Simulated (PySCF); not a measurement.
## Calculated data, CH$_{4}$BClGe

Computed with PySCF 2.14.0. Calculation on a computer-drawn molecule: optimised geometry and harmonic frequencies of an isolated molecule of the commonest isotopes, restricted reference for singlets and unrestricted otherwise, frozen core in MP2; on germanium a core potential holds 10 electrons, which the energies leave out, and 3d is frozen in MP2 and coupled-cluster steps.

## CH$_{4}$BClGe

Start structure:
```xyz
8
CH4BClGe
C     -0.6522     1.7399     0.0386
B     -1.2941     1.8914    -1.3558
Cl    -1.4597     3.5716    -2.0810
Ge    -2.2300     1.3617    -3.1079
H      0.2037     1.0527     0.0651
H     -0.3653     2.7048     0.5443
H     -1.3931     1.3382     0.8160
H     -3.6963     1.5534    -2.2831
```

- charge: 0
- multiplicity: 1
- method: HF
- basis: cc-pV(D+d)Z
- basis and core potential on germanium: cc-pVDZ-PP ECP10MDF
- rotational constants: 5.206, 1.756, 1.341 GHz
- total energy: -817.7743 hartree
- convergence status largest gradient component: 2.139e-05 hartree/bohr

Drawn bonds:
```csv
atom,other atom,order
1,2,1
2,3,1
2,4,1
1,5,1
1,6,1
1,7,1
4,8,1
```

Optimised structure:
```xyz
8
CH4BClGe
C     -0.7622     1.7624     0.0200
B     -1.2925     2.1151    -1.4176
Cl    -0.7734     3.6829    -2.1306
Ge    -2.4719     0.9747    -2.7527
H      0.3023     1.5082    -0.0687
H     -0.8244     2.6224     0.6927
H     -1.2688     0.9111     0.4797
H     -3.7961     1.6370    -2.1867
```

Modes:
```csv
frequency (cm⁻¹),reduced mass (dalton)
65.17,1.038
97.44,9.928
227.6,3.824
266.8,1.212
313.7,1.742
427.9,4.658
606.6,1.159
746.8,3.224
880.8,1.608
1043,1.905
1084,3.823
1437,1.314
1541,1.054
1560,1.06
1997,1.021
3154,1.042
3225,1.092
3255,1.103
```
